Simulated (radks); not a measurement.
Task: Species: Ho2+. Configuration: [Xe] 4f11. Calculated with a radial shooting solver on a logarithmic mesh with Libxc functionals: Dirac Kohn-Sham, PBE, spin-unpolarised, spherical densities, finite nucleus; open shells fill j = l - 1/2 first; Fermi nuclear charge, rms radius 5.2022 fm. Some entries of the table are withheld. Estimate them.

orbital,occ.,eigenvalue (eV),<r^2> (bohr^2)
1s1/2,2,-55437.60,0.0005883
2s1/2,2,-9279.526,0.009111
2p1/2,2,-8833.593,0.006582
2p3/2,4,-7976.670,0.007804
3s1/2,2,-2083.172,0.06029
3p1/2,2,-1887.862,(1)
3p3/2,4,-1708.875,(2)
3d3/2,4,(3),0.04960
3d5/2,6,(4),0.05152
4s1/2,2,-422.6555,0.3042
4p1/2,2,-345.0760,(5)
4p3/2,4,-304.9596,(6)
4d3/2,4,-177.1991,0.4049
4d5/2,6,-169.9233,0.4202
5s1/2,2,-64.5153,1.836
5p1/2,2,-43.6304,2.353
5p3/2,4,-38.5861,2.709
4f5/2,6,-17.7185,0.9460
4f7/2,5,-16.7405,0.9961
6s1/2,0,-14.6871,12.50
5d3/2,0,-13.7138,6.920
5d5/2,0,-13.3729,7.244
6p1/2,0,-10.6603,17.79
6p3/2,0,-10.0322,19.68

Result: 
(1) 3p1/2 <r^2> (bohr^2): 0.05588
(2) 3p3/2 <r^2> (bohr^2): 0.06277
(3) 3d3/2 eigenvalue (eV): -1373.731
(4) 3d5/2 eigenvalue (eV): -1334.623
(5) 4p1/2 <r^2> (bohr^2): 0.3183
(6) 4p3/2 <r^2> (bohr^2): 0.3566
